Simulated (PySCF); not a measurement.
FH₆NSi₂, ClH₂NOSi, AlBClH₄N, H₃OSi₂ and others (calculated)

All values are calculated (PySCF 2.14.0). Calculation on a computer-drawn molecule: optimised geometry and harmonic frequencies of an isolated molecule of the commonest isotopes, restricted reference for singlets and unrestricted otherwise, frozen core in MP2.

Common to all runs: charge 0; basis cc-pV(D+d)Z.

(1) FH₆NSi₂

Start structure:
```xyz
10
FH6NSi2
N     -0.2170     0.3676    -1.2089
Si     1.3976     0.6906    -0.7350
Si     2.5266    -1.3503    -1.1196
F      4.0530    -1.0308    -0.6353
H     -0.6631    -0.4425    -0.8151
H     -0.8259     1.2002    -1.1952
H      1.5772     1.1801     0.6870
H      1.8044     1.8409    -1.5840
H      2.1572    -2.3669    -0.3807
H      2.7481    -1.7480    -2.4826
```

* multiplicity: 1
* method: HF
* rotational constants: 11.17, 1.975, 1.759 GHz
* total energy: -735.3364 hartree
* convergence status largest gradient component: 4.133e-05 hartree/bohr

Drawn bonds:
```
atom  other atom  order
   1           2      1
   2           3      1
   3           4      1
   1           5      1
   1           6      1
   2           7      1
   2           8      1
   3           9      1
   3          10      1
```

Optimised structure:
```xyz
10
FH6NSi2
N     -0.2545     0.3520    -1.1554
Si     1.3922     0.7014    -0.7502
Si     2.6304    -1.2740    -1.1139
F      4.1308    -1.0907    -0.5154
H     -0.7268    -0.3850    -0.6638
H     -0.8857     1.1230    -1.2809
H      1.6210     1.1674     0.6438
H      1.8545     1.7759    -1.6585
H      2.0268    -2.4369    -0.4254
H      2.7693    -1.5922    -2.5497
```

Modes:
```
frequency (cm⁻¹)  reduced mass (dalton)
           53.75                  3.678
           123.6                  4.563
           203.8                  1.436
           252.3                  2.593
           401.2                  1.065
           468.2                  4.361
             495                  1.294
           649.7                  1.351
           741.5                  1.078
           794.1                  1.078
           839.8                  2.194
           863.2                   6.12
           870.3                   1.59
           953.5                  1.248
            1005                  1.208
            1042                  1.076
            1053                  1.121
            1703                  1.104
            2267                  1.042
            2309                  1.037
            2313                  1.043
            2332                  1.039
            3756                  1.051
            3843                  1.094
```

(2) ClH₂NOSi

Start structure:
```xyz
6
ClH2NOSi
N     -0.4601    -1.3750    -2.5106
Si    -0.1921    -0.2147    -1.4273
O     -0.9888     0.9910    -0.8040
Cl     1.6955    -0.2472    -0.5514
H     -1.3573    -1.5244    -2.9428
H     -0.7064     1.5700    -0.1460
```

- multiplicity: 1
- method: HF
- rotational constants: 7.274, 3.805, 2.498 GHz
- total energy: -878.9875 hartree
- convergence status largest gradient component: 2.865e-05 hartree/bohr

Drawn bonds:
```
atom  other atom  order
   1           2      2
   2           3      1
   2           4      1
   1           5      1
   3           6      1
```

Optimised structure:
```xyz
6
ClH2NOSi
N     -0.4854    -1.3579    -2.4653
Si    -0.1541    -0.2619    -1.4201
O     -1.0282     0.9541    -0.8224
Cl     1.6760    -0.2062    -0.5471
H     -1.3538    -1.4713    -2.9502
H     -0.6637     1.5430    -0.1771
```

Modes:
```
frequency (cm⁻¹)  reduced mass (dalton)
           273.4                  7.156
             310                  3.529
           331.3                   4.67
           386.4                  1.305
           556.2                  3.102
           593.1                  1.113
           615.5                   2.22
           874.7                  1.294
           939.9                   6.13
            1325                  7.341
            3868                   1.08
            4162                  1.068
```

(3) AlBClH₄N

Start structure:
```xyz
8
AlBClH4N
B     -0.9952    -2.4873     0.3058
Al     0.8047    -1.4628     0.1354
N      1.2910    -0.0109     1.0572
Cl     2.1165    -2.2191    -1.2432
H     -1.9296    -2.2126    -0.4334
H     -1.1496    -3.3071     1.0646
H      0.8230     0.4780     1.7551
H      2.2025     0.4573     0.9287
```

* multiplicity: 1
* method: HF
* rotational constants: 5.235, 3.105, 1.981 GHz
* total energy: -782.9736 hartree
* convergence status largest gradient component: 3.251e-05 hartree/bohr

Drawn bonds:
```
atom  other atom  order
   1           2      1
   2           3      1
   2           4      1
   1           5      1
   1           6      1
   3           7      1
   3           8      1
```

Optimised structure:
```xyz
8
AlBClH4N
B     -1.0376    -2.4632     0.3110
Al     0.8331    -1.4458     0.1243
N      1.3221    -0.0206     1.0299
Cl     2.2678    -2.1840    -1.2682
H     -1.9928    -2.1795    -0.3622
H     -1.2013    -3.3690     1.0849
H      0.7673     0.4511     1.7196
H      2.2046     0.4465     0.9309
```

Modes:
```
frequency (cm⁻¹)  reduced mass (dalton)
           101.2                  1.022
           139.4                  3.938
           189.8                  3.548
           200.7                  3.645
           373.2                  1.031
           456.5                  1.266
           456.7                  8.396
           589.9                  3.493
           599.1                  1.328
             711                  1.552
           859.7                  4.071
           909.9                  1.596
            1250                  1.133
            1672                  1.111
            2658                  1.054
            2728                  1.121
            3775                  1.052
            3858                  1.094
```

(4) H₃OSi₂

Start structure:
```xyz
6
H3OSi2
O     -0.4512     0.7209    -1.8300
Si    -0.5913     1.6573    -0.6759
Si     0.9995     2.2568     0.7703
H     -1.9152     2.3826    -0.4465
H      0.7314     3.0634     2.0121
H      2.3357     1.7786     0.9008
```

* multiplicity: 2
* method: HF
* rotational constants: withheld
* total energy: withheld
* spin squared: withheld

Drawn bonds:
```
atom  other atom  order
   1           2      2
   2           3      1
   2           4      1
   3           5      1
   3           6      1
```

(5) AlBClO

Start structure:
```xyz
4
AlBClO
O     -1.1151    -3.3208     3.5816
B     -0.2701    -2.4950     3.4637
Al     1.1752    -0.9205     3.2999
Cl     3.0401    -1.4810     2.4753
```

* multiplicity: 2
* method: MP2
* total energy: withheld

Drawn bonds:
```
atom  other atom  order
   1           2      2
   2           3      1
   3           4      1
```

Questions
1. H₃OSi₂ (entry 4): rotational constants?
2. Estimate the total energy of H₃OSi₂ (entry 4).
3. What spin squared does the calculation give for H₃OSi₂ (entry 4)?
4. Give the missing total energy for AlBClO (entry 5).

## Answers
1. 27.9, 3.496, 3.125 GHz
2. -654.4320 hartree
3. 0.772
4. -801.5101 hartree

Further results for H₃OSi₂ (entry 4):

* convergence status largest gradient component: 2.85e-05 hartree/bohr

Optimised structure:
```xyz
6
H3OSi2
O     -0.3838     0.7055    -1.7763
Si    -0.6010     1.6940    -0.6664
Si     1.0887     2.4782     0.7150
H     -1.8993     2.3509    -0.3965
H      0.6278     3.0169     2.0125
H      2.2765     1.6141     0.8424
```

Modes:
```
frequency (cm⁻¹)  reduced mass (dalton)
           184.7                  1.263
           198.2                  3.976
           376.9                  1.839
             474                  1.669
           566.6                  1.389
           579.8                  1.382
           903.4                  1.103
           987.7                   1.07
            1292                   16.7
            2314                   1.04
            2328                  1.037
            2355                   1.05
```

Further results for AlBClO (entry 5):

* rotational constants: 16.16, 1.777, 1.601 GHz
* spin squared: 0.7572
* convergence status largest gradient component: 1.95e-05 hartree/bohr

Optimised structure:
```xyz
4
AlBClO
O     -1.1363    -3.3318     3.5869
B     -0.2616    -2.4862     3.4625
Al     1.1788    -0.9289     3.2966
Cl     3.0492    -1.4704     2.4745
```

Modes:
```
frequency (cm⁻¹)  reduced mass (dalton)
           99.69                   21.6
           248.8                  12.06
           314.1                  12.63
           439.9                  18.26
           555.8                  27.48
            1890                  12.45
```
